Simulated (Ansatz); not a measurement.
Stepwise reaction of `C[SiH](F)F` with hydrogen sulfide, as a gas-phase model of exchange steps in deposition or etching. ΔE in kJ/mol; ΔG adds harmonic PBE0-D4 terms to CCSD(T)/CBS, at 1 bar.

Computed with Ansatz on PBE0-D4/def2-TZVP structures; ΔE is electronic, products minus reactants. CCSD(T)/CBS is the MP2 limit (def2-TZVPP, def2-QZVPP) plus CCSD(T) − MP2 in def2-TZVPP, frozen cores. This one scheme is used for every species. DFT in def2-TZVPP. B3LYP here is the variant with VWN-RPA as its local correlation; programs differ in this. Each species was taken in one conformer, which may not be the lowest.

| step | reaction | PBE-D4 | B3LYP-D4 | ωB97M-V | CCSD(T)/CBS | ΔG(500 K) |
| --- | --- | --- | --- | --- | --- | --- |
| 2 | `C[SiH](F)S` + H₂S → `C[SiH](S)S` + H–F | 66.8 | 81.6 | 82.2 | 75.9 | 84.6 |

(1) Give the row of step 1, `C[SiH](F)F` + H₂S → `C[SiH](F)S` + H–F. (Best estimate.)

(2) By hand: ΔE of the 2 steps together at CCSD(T)/CBS.

Answers

(1) Computed: 
```json
{"step": "1", "reaction": "`C[SiH](F)F` + H₂S → `C[SiH](F)S` + H–F", "PBE-D4": "77.4", "B3LYP-D4": "93.3", "ωB97M-V": "92.6", "CCSD(T)/CBS": "88.8", "ΔG(500 K)": "97.0"}
```

(2) (88.8) + (75.9) = 164.7 kJ/mol, or 82.3 kJ/mol a step.

In ΔE each step is lower than the one before. All are uphill at CCSD(T)/CBS. ΔG lies between 84.6 and 97.0 kJ/mol a step. PBE-D4 differs from CCSD(T)/CBS by -11.4 to -9.1 kJ/mol a step. Isolated molecules leave out the surface, adducts and barriers. Largest T1 diagnostic: 0.011.
